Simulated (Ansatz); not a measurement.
`[CH3][Sc]([CH3])[Cl]` + H–F → `[CH3][Sc]([CH3])[F]` + HCl  (ligand exchange at the Sc–Cl bond)

Isolated molecules relaxed with PBE0-D4/def2-TZVP in Ansatz; ΔE leaves out vibrations. CCSD(T)/CBS is the MP2 limit (def2-TZVPP, def2-QZVPP) plus CCSD(T) − MP2 in def2-TZVPP, frozen cores. This one scheme is used for every species. Functionals use def2-TZVPP. B3LYP here is the variant with VWN-RPA as its local correlation; programs differ in this. HSE06 is defined as in plane-wave codes. For Sc outer-core shells are correlated without core-valence functions, which leaves a few kJ/mol of doubt a bond. Scalar relativity is left out up to krypton.

`[CH3][Sc]([CH3])[Cl]`:

```xyz
10

C    -0.751    1.394    0.979
Sc    0.794    0.227    0.011
C     0.113   -1.565   -0.991
Cl    3.019    0.867    0.012
H    -0.517    2.464    1.033
H    -1.717    1.287    0.467
H    -0.905    1.053    2.012
H    -0.982   -1.602   -1.062
H     0.514   -1.657   -2.009
H     0.432   -2.468   -0.452
```

H–F:

Z-matrix (Å, degrees):
```
F
H 1 0.920
```

`[CH3][Sc]([CH3])[F]`:

Z-matrix (Å, degrees):
```
C
Sc 1 2.183
H 1 1.098 2 112.4
H 1 1.098 2 111.4 3 -120.1
H 1 1.098 2 112.7 3 119.6
C 2 2.183 1 117.9 3 119.2
F 2 1.845 1 121.0 3 -57.8
H 6 1.099 2 111.8 1 -108.6
H 6 1.098 2 113.3 1 131.8
H 6 1.098 2 111.4 1 10.8
```

HCl:

Cartesian coordinates in Å:
```
Cl -0.365 0.513 0.110
H 0.365 -0.513 -0.110
```

```csv
level,ΔE (kJ/mol),difference from CCSD(T)/CBS
LDA (SPW92),-14.5,-13.5
PBE-D4,-13.2,-12.2
r2SCAN-D4,-9.3,-8.3
B97M-V,-10.1,-9.1
PBE0-D4,-4.8,-3.8
B3LYP-D4,-10.7,-9.7
r2SCANh-D4,-6.4,-5.4
r2SCAN0-D4,-2.7,-1.7
BHLYP-D4,-3.8,-2.8
ωB97X-V,-13.6,-12.6
ωB97M-V,-10.7,-9.7
B2PLYP,-11.4,-10.4
PBE-QIDH,-2.5,-1.5
PBE,-15.5,-14.5
revPBE,-15.7,-14.7
BLYP,-21.4,-20.4
r2SCAN,-10.0,-9.0
PBE0,-7.0,-6.0
B3LYP,-14.4,-13.4
r2SCAN0,-3.6,-2.6
HSE06,-6.3,-5.3
BHLYP,-7.9,-6.9
CAM-B3LYP,-18.1,-17.1
LC-ωPBE,-18.6,-17.6
RPA@PBE/def2-TZVPP,-10.0,-9.0
HF/def2-SVP,-7.2,-6.2
MP2/def2-SVP,-22.5,-21.5
CCSD/def2-SVP,-23.7,-22.7
CCSD(T)/def2-SVP,-24.1,-23.1
HF/def2-TZVPP,-0.1,0.9
MP2/def2-TZVPP,-3.1,-2.1
SCS-MP2/def2-TZVPP,-7.0,-6.0
CCSD/def2-TZVPP,-6.8,-5.8
CCSD(T)/def2-TZVPP,-6.9,-5.9
HF/def2-QZVPP,-0.8,0.2
MP2/def2-QZVPP,0.0,1.0
SCS-MP2/def2-QZVPP,-3.9,-2.9
HF/CBS(def2),-0.9,0.1
MP2/CBS(def2),2.8,3.8
CCSD/CBS(def2),-0.9,0.1
CCSD(T)/CBS,-1.0,0
```

Largest T1 diagnostic among the species: 0.014.

Leaving LDA and LC-ωPBE aside and taking each functional with its dispersion term where it has one, the values, not all of them listed here, spread over 14.7 kJ/mol, from BLYP-D4 to PBE-QIDH. In def2-TZVPP, CCSD(T) changes the Hartree–Fock value by −6.8 kJ/mol (the triples alone add −0.1 kJ/mol) and MP2 by −3.1 kJ/mol. From BLYP to BHLYP (50 % exact exchange), in def2-TZVPP and without D4, ΔE moves by +13.5 kJ/mol.
